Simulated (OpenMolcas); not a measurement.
# 3d2 along the 20-electron sequence

* Program: OpenMolcas
* Method: CASSCF
* Basis: ANO-RCC-VTZP
* Scalar Hamiltonian: DKH2, point nucleus
* Spin-orbit coupling: RASSI with atomic mean-field integrals over the reference wave functions, term energies averaged over their components

Active space for each ion: 2 electrons in 5 orbitals (3d).

Computed levels in cm-1 above 3F2:

```
                               Level   Cr4+   Mn5+   Co7+
                                 3F3    505    751   1369
                                 3F4   1153   1704   3070
                                 1D2  16452  18834  23126
                                 3P0  19267  21888  26484
                                 3P1  19445  22157  26991
                                 3P2  19838  22764  28180
                                 1G4  25239  28820  35303
                                 1S0  61249  69682  84805
weight of 3F in the lowest level (%)    100    100    100
```

Measured, with the error of the calculation in %. Measured levels: Cr4+ from Sugar and Corliss, J. Phys. Chem. Ref. Data 6, 317 (1977); Mn5+ from Corliss and Sugar, J. Phys. Chem. Ref. Data 6, 1253 (1977); Co7+ from Sugar and Corliss, J. Phys. Chem. Ref. Data 10, 1097 (1981).

```
Level           Cr4+           Mn5+           Co7+
  3F3     508 (-0.7)     746 (+0.6)    1430 (-4.3)
  3F4    1142 (+1.0)    1669 (+2.1)    3144 (-2.3)
  1D2  13188 (+24.8)  15336 (+22.8)  19624 (+17.8)
  3P0  15492 (+24.4)  17782 (+23.1)  22304 (+18.7)
  3P1  15677 (+24.0)  18057 (+22.7)  22839 (+18.2)
  3P2  16041 (+23.7)  18628 (+22.2)  24055 (+17.2)
  1G4  22019 (+14.6)  25511 (+13.0)   32360 (+9.1)
  1S0  51146 (+19.8)                 74247 (+14.2)
```

The fine-structure level 3F4 changes by a factor of 2.66 from Cr4+ to Co7+. Its fourth root runs 5.83, 6.42, 7.44, with steps per unit of Z of 0.60, 0.51; equal steps would mean a (Z - σ)^4 law with constant σ.

1D2 changes by a factor of 1.41 over the same range, with steps per unit of Z of +2380, +2150 cm-1.

Without dynamic correlation excited terms often stand tens of per cent too high (terms of higher spin than the ground term too low), and those without a measured partner can miss by more than the paired ones. Measured partners are found by configuration, term and J. A level has none where our copy of the source lacks it or the pairing is in doubt (some pairs that miss far off the trend of their configuration count as doubtful), and it then counts in no deviation. Levels of configurations outside the active space are missing.
